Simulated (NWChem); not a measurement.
Species: CH$_{6}$BeOSSi; SMILES [S]([Be][O][SiH3])C

```xyz
11

Be     0.3367     0.2085    -0.0043
S      0.6275     2.0874     0.0019
C     -1.0931     2.7194    -0.0001
H     -1.6443     2.4023    -0.8956
H     -1.0237     3.8154    -0.0081
H     -1.6408     2.4149     0.9019
O      0.1409    -1.1947    -0.0085
Si    -0.0843    -2.8299     0.0029
H     -1.4275    -3.1604    -0.5610
H     -0.0057    -3.3501     1.4007
H      0.9664    -3.4956    -0.8233
```
Atoms are numbered in this order, from 1.

Computed with NWChem. Pople sets run with spherical d functions. The geometry was optimised at PBE0/def2-SVP. Total energies compare along this basis series because the functional is fixed.

```
level           basis functions  energy (Ha)  highest occupied level (eV)  orbital gap (eV)  dipole (D)
--------------  ---------------  -----------  ---------------------------  ----------------  ----------
PBE/STO-3G                   39    -809.5332                        -2.13              5.01        1.84
PBE/3-21G                    65    -814.7679                        -5.53              4.94        2.22
PBE/6-31G*                   90    -818.9563                        -5.57              4.77        1.67
PBE/6-31+G*                 110    -818.9661                        -5.75              4.46        1.62
PBE/6-311G**                142    -819.0575                        -5.75              4.65        1.65
PBE/6-311++G**              168    -819.0603                        -5.77              4.46         ___
```

### Question
Some entries are withheld; supply them.

### Answer

- PBE/6-311++G**, dipole (D): 1.55
